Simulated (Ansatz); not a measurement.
Cost and result for the atomization energy of H6N2O2Si (`N[Si](N)(O)O`) (11 atoms, 10 bonds).

Z-matrix (Å, degrees):
```
Si
N 1 1.697
O 1 1.647 2 101.9
N 1 1.699 2 112.2 3 -125.3
O 1 1.648 2 115.2 3 119.1
H 2 1.004 1 122.0 3 -9.8
H 2 1.004 1 122.6 3 154.1
H 3 0.958 1 115.5 2 163.0
H 4 1.005 1 122.6 2 69.7
H 4 1.005 1 120.4 2 -134.8
H 5 0.958 1 115.3 2 -30.2
```

The species carries charge 0 and has multiplicity 1. Geometry: relaxed with PBE0-D4/def2-TZVP. It is one conformer, not always the lowest. Program: Ansatz. All runs use 4 threads of a server CPU on a shared host. Times are those of one run each, without the atoms' runs, and a repeat can differ threefold. Electronic energies, without spin–orbit coupling; frozen cores. CCSD(T)/CBS adds CCSD(T) − MP2 in def2-TZVPP to the MP2 limit, and its time is that of the two runs behind it. T1 = 0.010. B3LYP takes the VWN-RPA correlation (the form of Gaussian; ORCA's B3LYP/G).

CCSD(T)/CBS is a level of theory with its own doubt, some kJ/mol a heavy atom from the limit and from the frozen cores, so smaller differences don't rank the functionals.

| level | functions | wall time |
| --- | --- | --- |
| BLYP-D4/def2-TZVPP | 250 | 1.7 s |
| PBE-D4/def2-TZVPP (with forces) | 250 | 2 s |
| BHLYP-D4/def2-TZVPP | 250 | 2.7 s |
| CAM-B3LYP-D4/def2-TZVPP | 250 | 3 s |
| B3LYP-D4/def2-TZVPP (with forces) | 250 | 3.6 s |
| r2SCANh-D4/def2-TZVPP | 250 | 3.8 s |
| CCSD(T)/def2-SVP | 104 | 4.3 s |
| B2PLYP/def2-TZVPP | 250 | 4.4 s |
| B97M-V/def2-TZVPP | 250 | 4.9 s |
| ωB97X-V/def2-TZVPP | 250 | 5.5 s |
| MP2/def2-QZVPP | 478 | 16 s |
| CCSD(T)/def2-TZVPP | 250 | 110 s |
| CCSD(T)/CBS(def2) | – | 2.2 min |

**Question.** What atomization energy does each give, and how far from CCSD(T)/CBS? (Estimate.)

**Answer.** Computed: 
```tsv
level	atomization (kJ/mol)	difference from CCSD(T)/CBS	per bond
BLYP-D4/def2-TZVPP	4229.5	-9.5	-1.0
PBE-D4/def2-TZVPP (with forces)	4276.8	37.8	3.8
BHLYP-D4/def2-TZVPP	4060.7	-178.3	-17.8
CAM-B3LYP-D4/def2-TZVPP	4249.4	10.4	1.0
B3LYP-D4/def2-TZVPP (with forces)	4216.0	-23.0	-2.3
r2SCANh-D4/def2-TZVPP	4161.4	-77.6	-7.8
CCSD(T)/def2-SVP	3819.0	-420.0	-42.0
B2PLYP/def2-TZVPP	4172.7	-66.3	-6.6
B97M-V/def2-TZVPP	4204.5	-34.5	-3.5
ωB97X-V/def2-TZVPP	4230.7	-8.3	-0.8
MP2/def2-QZVPP	4272.1	33.1	3.3
CCSD(T)/def2-TZVPP	4086.8	-152.2	-15.2
CCSD(T)/CBS(def2)	4239.0	0.0	0.0
```

In def2-TZVPP, CCSD(T) changes the Hartree–Fock value by +1216.0 kJ/mol (the triples alone add +65.4 kJ/mol) and MP2 by +1309.6 kJ/mol; breaking electron pairs costs correlation energy, which Hartree–Fock lacks. The D4 term adds +35.5 kJ/mol with B3LYP and +18.5 kJ/mol with PBE0; it sums over pairs of atoms, weighted by their polarisabilities, and B3LYP, whose exchange is more repulsive, gets the larger term. From PBE to PBE0 (25 % exact exchange), in def2-TZVPP and without D4, the atomization energy moves by −99.6 kJ/mol: exact exchange takes away binding that semilocal exchange gives to molecules.
